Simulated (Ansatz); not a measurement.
A search over several starts for the lowest SCF solution of SiBrCl₃⁺ at the given spin, in a small basis.

```yaml
crystal:
  periodic: [false, false, false]
  atoms:
    - {symbol: Si, position_ang: [-0.000146, 0.000210, -0.025179]}
    - {symbol: Br, position_ang: [0.011203, -0.018180, 2.174061]}
    - {symbol: Cl, position_ang: [1.919496, 0.010574, -0.726095]}
    - {symbol: Cl, position_ang: [-0.969172, 1.669181, -0.697449]}
    - {symbol: Cl, position_ang: [-0.961382, -1.661785, -0.725338]}
basis:
  gaussian: {orbitals: def2-SVP}
total_charge: 1
magnetization: {spin_polarized: true, initial_magnetization: 1}
hamiltonian: {xc: pbe0, dispersion: d4}
output: {orbitals: {seedname: orbitals}}
```

```sh
$ ansatz run in.yaml --threads 4 --pin off --events-out ev --progress --plain --max-ram 3916MiB
```

Output, abridged:

```
Functional definition: PBE0
943 factors; integrals over basis functions are off by at most 9.3e-4 eV
mean field evaluation 1: about -115437.7431 eV, gradient 1.8e1 eV
mean field evaluation 2: about -115432.7679 eV, gradient 3.3e1 eV
mean field evaluation 4: about -115439.6577 eV, gradient 2.2e0 eV
mean field evaluation 8: about -115439.7317 eV, gradient 2.8e-1 eV
mean field evaluation 16: about -115439.7701 eV, gradient 1.8e-3 eV
mean field evaluation 32: about -115439.7745 eV, gradient 2.3e-3 eV
mean field evaluation 64: about -115439.7624 eV, gradient 3.1e-1 eV
mean field evaluation 96: about -115439.7512 eV, gradient 1.5e0 eV
mean field evaluation 128: about -115439.7164 eV, gradient 3.7e-1 eV
mean field -115439.77449910 eV, -4242.3334649525 hartree, gradient 1.8e-6 eV, S^2 0.753871; 16 other end points of the search recorded, 0 dependent functions left out
reference -115439.77451976 eV, -4242.3334657115 hartree; 50, 49 occupied and 54, 55 virtual orbitals, 943 factors
Total energy: -115440.00646349 eV, -4242.3419894864 hartree
```

It took 34 s on 4 threads of Arm Neoverse V1 on a shared host.
